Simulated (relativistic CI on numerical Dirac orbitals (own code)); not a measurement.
**One change at a time: Ho¹²⁺**

Base calculation: Dirac-Coulomb-Breit CI, separate exchange-only KLI orbitals for each configuration, a model potential for QED, unscaled Slater integrals.

CI space (outside the closed core [Ar] 3d10 4p6 4d10): 4s2 4f7 5s2, 4s2 4f9, 4s2 4f8 5s, 4s2 4f6 5s2 6s, 4s2 4f5 5s2 6s2, 4s2 4f7 6s2, 4f9 5s2. The list is cut by size and lacks configurations that can hold low levels.

Variants: (1) Breit term removed; (2) QED terms removed. Shifts of the energy above 4s2 4f7 5s2 8S°_7/2, in cm⁻¹, for the lowest level and the first level of each name with at least 55 % of one term (blank where a level changes its place among those of its configuration and J or its character, or is not in the variant):

```
               Level     Base    Δ(1)   Δ(2)
 4s2 4f7 5s2 8S°_7/2      0.0     0.0    0.0
 4s2 4f7 5s2 6P°_7/2  51536.0  -412.0  +23.3
 4s2 4f7 5s2 6P°_5/2  52678.2  -302.6  +13.6
 4s2 4f7 5s2 6P°_3/2  53730.1  -162.3   +5.1
 4s2 4f7 5s2 6I°_7/2  56471.4  -225.7  +12.5
4s2 4f7 5s2 6I°_17/2  56907.5  +813.9   +1.5
 4s2 4f7 5s2 6I°_9/2  57089.8    +9.7   +5.3
4s2 4f7 5s2 6I°_11/2  57560.1  +244.3   -0.3
4s2 4f7 5s2 6I°_15/2  57643.4  +667.2   -3.9
4s2 4f7 5s2 6I°_13/2  57783.1  +466.5   -3.6
 4s2 4f7 5s2 6D°_9/2  64088.4    +7.6   +6.2
 4s2 4f7 5s2 6D°_1/2  65918.2    -5.3   -9.4
 4s2 4f7 5s2 6D°_7/2  65979.4  +144.7   -7.8
 4s2 4f7 5s2 6D°_3/2  66359.5   +91.4  -12.9
```

At this charge energies of transitions that change n are usually good to better than 1 %, and those within a shell (Δn = 0) to a few per cent. Terms inside the open d or f shell come out 10 to 20 % too wide with unscaled integrals. Levels and lines within the n = 5 or 6 shells can be off by up to 10 % or somewhat more, and those that change n by about 2 %, since core polarisation is missing.

Ionisation energy from the two ground configurations alone: base 243.242 eV; Breit term removed 243.042 eV. The NIST ASD value (theoretical) is 263 eV. The gap of more than 2 % comes from missing correlation, or from a tabulated value that is itself an estimate.

LS names give the leading component of a level, which can be under half, so a name can repeat, a term be missing and a line seem to break the LS rules.
